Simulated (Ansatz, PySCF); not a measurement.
Gas-phase reaction (SMILES): [CH3][GeH3] [methylgermane] -> [CH2][GeH3] + H atom; the C-H bond at the site shown breaks (other sites are not compared here).

Each molecule is optimised on its own at B3LYP-D3(BJ)/def2-TZVP (Ansatz, a quantum-chemistry and plane-wave program). Valence correlation only, unless marked. Open shells are spin-unrestricted. No spin-orbit coupling. The frozen core is the preceding noble-gas configuration, with the filled d and f shells of earlier blocks. No relativistic terms. CBS marks a two-point X^-3 extrapolation of the correlation energy; Hartree-Fock from the larger set. [CCSD(T)-MP2]/basis is that difference in the basis named. Thermal terms are rigid-rotor harmonic-oscillator values from B3LYP-D3(BJ) frequencies (Ansatz or PySCF) at 298.15 K and 1 atm. 1 Eh = 627.5095 kcal/mol. Atoms have translation alone.

```csv
species,"E, RI-MP2/CBS(aug-cc-pVTZ,aug-cc-pVQZ)+[CCSD(T)-MP2]/aug-cc-pVTZ (Ansatz) (Eh)","E, wB97M-V/def2-TZVPD (Ansatz) (Eh)",H - E (Eh)
[CH3][GeH3],-2117.17976,-2118.56537,0.06456
[CH2][GeH3],-2116.50434,-2117.89640,0.05075
H atom,-0.49995,-0.49411,0.00236
```

**Question.** Work out ΔE and ΔH at 298.15 K at the first level, then ΔH at the second.

**Answer.** 
1. ΔE = [(-2116.50434) + (-0.49995)] - [(-2117.17976)] = 0.17547 Eh = 110.1 kcal/mol at RI-MP2/CBS(aug-cc-pVTZ,aug-cc-pVQZ)+[CCSD(T)-MP2]/aug-cc-pVTZ.
2. The terms H - E add up to -0.01145 Eh, so ΔH = (0.17547 + (-0.01145))×627.5095 = 102.9 kcal/mol.
3. At wB97M-V/def2-TZVPD the same steps give ΔE = 109.7 and ΔH = 102.5 kcal/mol, a shift of -0.4 from the first level.
4. These values are not checked against measurement here, since the tables used lack a sound gas-phase enthalpy of formation for at least one species.
